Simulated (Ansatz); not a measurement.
B₇P₇H₂₀⁻, a nanocrystal cut from zinc blende BP (hydrogen-capped): single points at one geometry.

```yaml
crystal:
  periodic: [false, false, false]
  atoms:
    - {symbol: B, position_ang: [0.591956, -2.904719, 0.592345]}
    - {symbol: B, position_ang: [-1.724499, 1.727802, -1.722885]}
    - {symbol: B, position_ang: [0.599100, -0.601407, -1.697411]}
    - {symbol: B, position_ang: [-1.697009, -0.600242, 0.602459]}
    - {symbol: B, position_ang: [0.595900, -0.597275, 2.902805]}
    - {symbol: B, position_ang: [0.603039, 1.695675, 0.602332]}
    - {symbol: B, position_ang: [2.903338, -0.597025, 0.591552]}
    - {symbol: P, position_ang: [-2.755135, 0.550312, -0.544247]}
    - {symbol: P, position_ang: [-0.510238, -1.715231, -0.508366]}
    - {symbol: P, position_ang: [1.681358, -1.684133, 1.678936]}
    - {symbol: P, position_ang: [-0.548345, 0.548958, -2.754822]}
    - {symbol: P, position_ang: [-0.544247, 2.756384, -0.545188]}
    - {symbol: P, position_ang: [1.715056, 0.506539, -0.508905]}
    - {symbol: P, position_ang: [-0.506291, 0.507118, 1.716700]}
    - {symbol: H, position_ang: [1.288904, -3.554431, -0.178547]}
    - {symbol: H, position_ang: [-0.178217, -3.552813, 1.291603]}
    - {symbol: H, position_ang: [-2.428072, 2.432608, -2.425653]}
    - {symbol: H, position_ang: [1.289578, -1.292788, -2.428956]}
    - {symbol: H, position_ang: [-2.428251, -1.291066, 1.293826]}
    - {symbol: H, position_ang: [-0.174595, -1.295967, 3.551137]}
    - {symbol: H, position_ang: [1.295375, 0.171333, 3.552507]}
    - {symbol: H, position_ang: [1.296012, 2.425245, 1.293301]}
    - {symbol: H, position_ang: [3.551346, -1.295301, -0.179568]}
    - {symbol: H, position_ang: [3.553109, 0.172361, 1.290107]}
    - {symbol: H, position_ang: [-3.678991, -0.174557, -1.362572]}
    - {symbol: H, position_ang: [-3.674598, 1.370353, 0.184255]}
    - {symbol: H, position_ang: [-1.370412, -2.477163, -1.366693]}
    - {symbol: H, position_ang: [2.506438, -2.510285, 2.502623]}
    - {symbol: H, position_ang: [-1.368425, -0.175727, -3.677280]}
    - {symbol: H, position_ang: [0.179588, 1.368019, -3.675598]}
    - {symbol: H, position_ang: [0.184302, 3.676297, -1.364667]}
    - {symbol: H, position_ang: [-1.361307, 3.679963, 0.181478]}
    - {symbol: H, position_ang: [2.477865, 1.365273, -1.367919]}
    - {symbol: H, position_ang: [-1.363642, 1.365881, 2.481319]}
basis:
  gaussian: {orbitals: def2-TZVP, fitting: {mean_field: def2-universal-jkfit}, initial_orbitals: start.molden}
total_charge: -1
magnetization: {spin_polarized: true, initial_magnetization: 1}
hamiltonian: {xc: pbe, dispersion: d4}
scf: {omitted_lower_state_checks: [starts]}
output: {orbitals: {seedname: orbitals}}
```

The file start.molden holds the orbitals of an earlier run on this structure, at another level or in another basis.

```sh
$ ansatz run in.yaml --threads 2 --pin off --events-out ev --progress --plain --max-ram 32768MiB --backend cuda --devices 0, --max-vram 18GiB
```

Shortened log:

```
Functional definition: PBE
1781 factors; integrals over basis functions are off by at most 5.6e-1 eV
mean field evaluation 1: about -70051.6327 eV, gradient 1.4e1 eV
mean field evaluation 2: about -70051.9736 eV, gradient 4.4e-1 eV
mean field evaluation 4: about -70051.9741 eV, gradient 7.0e-3 eV
mean field evaluation 8: about -70051.9741 eV, gradient 2.2e-3 eV
mean field evaluation 16: about -70051.9741 eV, gradient 5.8e-5 eV
mean field -70051.97410178 eV, -2574.3625653070 hartree, gradient 3.7e-6 eV, S^2 0.752095; 0 other end points of the search recorded, 0 dependent functions left out
reference -70051.97419026 eV, -2574.3625685584 hartree; 81, 80 occupied and 515, 516 virtual orbitals, 1781 factors
Total energy: -70054.21572993 eV, -2574.4449436219 hartree
Checks for a lower state left out: starts
```

It took 22 s on 2 threads of AMD EPYC 7R13 on a shared host and a share (18 GiB) of an NVIDIA H100 80GB HBM3, peak host memory 1.2 GiB.

The first input with `gaussian: {orbitals: def2-TZVP, fitting: {mean_field: def2-universal-jkfit}}`, `hamiltonian: {xc: pbe0, dispersion: d4}` (abridged; 19 s):

```
Functional definition: PBE0
mean field evaluation 16: about -70059.3255 eV, gradient 1.3e0 eV
mean field evaluation 32: about -70059.5221 eV, gradient 4.9e-5 eV
mean field -70059.52213962 eV, -2574.6399505814 hartree, gradient 3.7e-6 eV, S^2 0.753696
Total energy: -70061.49826096 eV, -2574.7125717011 hartree
Checks for a lower state left out: starts
```

Geometry: PBE-D4/def2-SVP, that of the neutral singlet.

Single mean-field runs in def2-TZVP are fitted with def2-universal-jkfit. At PBE-D4/def2-TZVP, PBE0-D4/def2-TZVP the highest occupied level of the charge -1 doublet lies above zero (up to 1.60 eV). By energy differences its removal costs 0.32 eV (vertical, to the charge 0 singlet, at PBE-D4/def2-TZVP); self-interaction error and the lack of diffuse functions both raise the level. At PBE-D4/def2-TZVP the gap within one spin of the charge -1 doublet nearly closes, so an electron or hole may be smeared out by delocalisation error.
